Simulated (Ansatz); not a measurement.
Ansatz (a quantum-chemistry and plane-wave program) input:

Ansatz 0.2 input:
```yaml
crystal:
  periodic: [false, false, false]
  atoms:
    - {symbol: Mn, position_ang: [-0.00000000, -0.00000000, -0.48685276]}
    - {symbol: F, position_ang: [0.00000000, 0.00000000, 1.35236876]}
basis:
  gaussian:
    orbitals: def2-SVP
magnetization: {spin_polarized: true, initial_magnetization: 6}
correlation: {method: ccsdt, electrons: outside_noble_gas}
```

Task: Predict the final energy.

Result: -1249.36890 Eh (CCSDT/def2-SVP). The basis has 45 functions.

The spin state was set by rule; other spins were not relaxed.
